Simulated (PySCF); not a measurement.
# Trend along the fourth-period p block: MAs molecules

PBE0 with double-zeta basis sets in PySCF, for the lowest determinant that a PBE0 search found; no spin–orbit coupling. De refers to high-spin ground-configuration atoms. A positive dipole means M(−)As(+).

```tsv
M	basis	state (unpaired electrons)	Re (Å)	ωe (cm⁻¹)	De (eV)	μ (D)
Ga	cc-pVDZ-PP	triplet (π ↑↑)	2.578	211	1.91	-1.42
Ge	cc-pVDZ-PP	doublet (π ↑)	2.252	356	2.89	-0.99
Se	cc-pVDZ-PP	doublet (π ↑)	2.150	418	3.31	0.96
```

The shortest bond is that of AsSe (2.150 Å), the longest that of GaAs (2.578 Å). AsSe is bound most strongly (3.31 eV) and GaAs least (1.91 eV).

The state changes along the series, so neighbouring rows are not always alike in their bonding.

Spin–orbit coupling is left out. States were picked by a PBE0 search and need not be the measured ground states.
